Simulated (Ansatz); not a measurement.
Geometry optimisation, RKS PBE/def2-SVP in Ansatz.

The input (input.yaml):

```yaml
crystal:
  periodic: [false, false, false]
  atoms:
    - { symbol: Ge, position_ang: [0.0, 0.0, 0.0] }
    - { symbol: H, position_ang: [0.0, 0.0, 1.9] }
    - { symbol: F, position_ang: [1.5842, 0.0, -0.5594] }
    - { symbol: H, position_ang: [-0.73, 1.2648, -0.5162] }
    - { symbol: F, position_ang: [-0.7913, -1.3709, -0.5594] }
    - { symbol: Cl, position_ang: [-2.3914, 0.0, 0.7946] }
    - { symbol: H, position_ang: [-0.9803, 0.0, 1.9424] }
basis:
  gaussian: { orbitals: def2-SVP }
hamiltonian:
  xc: pbe
relax:
  f_tol: 0.15
  max_steps: 25
  restrain:
    - { distance: [0, 5], at: 3.42, k: 30.0 }
    - { distance: [6, 1], at: 1.86, k: 30.0 }
    - { distance: [0, 1], at: 1.55, k: 30.0 }
    - { distance: [6, 5], at: 1.37, k: 30.0 }
output:
  orbitals: {}
```

Command:

```bash
$ ansatz run input.yaml --threads 2 --pin off --max-ram 3072MiB --backend cpu --events-out ev --progress --plain --runs-dir out
```

Problem. Where does it end, and by what steps?

Solution. It converged. The restraints hold the end off the free minimum; the threshold counts their pulls, which the force column leaves out. Restrained pairs: Ge1–Cl6 (2.52 → 3.42 Å), H2–H7 (0.98 → 1.86 Å), Ge1–H2 (1.90 → 1.55 Å), Cl6–H7 (1.82 → 1.34 Å). After 7 steps the energy has fallen by 2.577 eV (the restraints' own energy left out); Cl6 moved furthest, 0.91 Å.

```json
{"step": "0", "energy less start (eV)": "0.0000", "largest force component (eV/Å)": "2.671", "accepted": "yes"}
{"step": "1", "energy less start (eV)": "-0.6521", "largest force component (eV/Å)": "4.330", "accepted": "yes"}
{"step": "2", "energy less start (eV)": "-1.3224", "largest force component (eV/Å)": "6.298", "accepted": "yes"}
{"step": "3", "energy less start (eV)": "-1.9923", "largest force component (eV/Å)": "5.196", "accepted": "yes"}
{"step": "4", "energy less start (eV)": "-2.3396", "largest force component (eV/Å)": "1.824", "accepted": "yes"}
{"step": "5", "energy less start (eV)": "-2.5358", "largest force component (eV/Å)": "1.175", "accepted": "yes"}
{"step": "6", "energy less start (eV)": "-2.5690", "largest force component (eV/Å)": "1.024", "accepted": "yes"}
{"step": "7", "energy less start (eV)": "-2.5774", "largest force component (eV/Å)": "0.932", "accepted": "yes"}
```

```xyz
7
Properties=species:S:1:pos:R:3
Ge 0.169 0.020 -0.064
H 0.118 -0.139 1.478
F 1.857 0.110 -0.502
H -0.564 1.203 -0.717
F -0.385 -1.481 -0.759
Cl -2.846 0.265 1.532
H -1.657 -0.085 2.033
```

Time of the run: 11 s on 2 threads of Intel(R) Xeon(R) Platinum 8488C (Sapphire Rapids) (shared host), peak memory 0.15 GiB.
